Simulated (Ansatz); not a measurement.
`C[SiH]1CS1`. Charge 0, multiplicity 1.

| atom | x (Å) | y (Å) | z (Å) |
| --- | --- | --- | --- |
| C1 | 0.428 | 1.513 | 0.183 |
| Si2 | -0.277 | -0.161 | 0.562 |
| C3 | -0.356 | -1.469 | -0.729 |
| S4 | 0.955 | -1.849 | 0.545 |
| H5 | 0.878 | 1.952 | 1.076 |
| H6 | 1.197 | 1.431 | -0.587 |
| H7 | -0.356 | 2.189 | -0.169 |
| H8 | -1.363 | -0.130 | 1.569 |
| H9 | -1.165 | -2.192 | -0.732 |
| H10 | 0.057 | -1.283 | -1.716 |

(1) What are the harmonic wavenumbers in cm⁻¹ at PBE0-D4/def2-TZVP (Ansatz, finite differences of forces, unscaled)? (An estimate is asked.)

(2) Is this a minimum?

(3) Give the ideal-gas thermochemistry at 298.15 K and 1 bar (rigid rotor, harmonic oscillator; point group C1, symmetry number 1).

(4) And at 400, 500, 600, 800 and 1000 K?

## Answers

(1) Computed: 141, 186, 211, 507, 566, 593, 673, 702, 784, 816, 827, 915, 963, 1012, 1275, 1422, 1441, 1447, 2245, 3053, 3122, 3135, 3152, 3205.

(2) Yes, all 24 modes are real.

(3) Zero-point energy 193.7 kJ/mol; H(298) − E = 211.5 kJ/mol; entropy 316.4 J/(mol·K), of which translation 165.0, rotation 108.0, vibration 43.3; G(298) − E = 117.1 kJ/mol.

(4) 
| T (K) | H − E (kJ/mol) | S (J/mol/K) | G − E (kJ/mol) |
| --- | --- | --- | --- |
| 400 | 222.1 | 346.8 | 83.4 |
| 500 | 234.4 | 374.2 | 47.3 |
| 600 | 248.1 | 399.2 | 8.6 |
| 800 | 279.0 | 443.5 | -75.8 |
| 1000 | 313.2 | 481.6 | -168.4 |
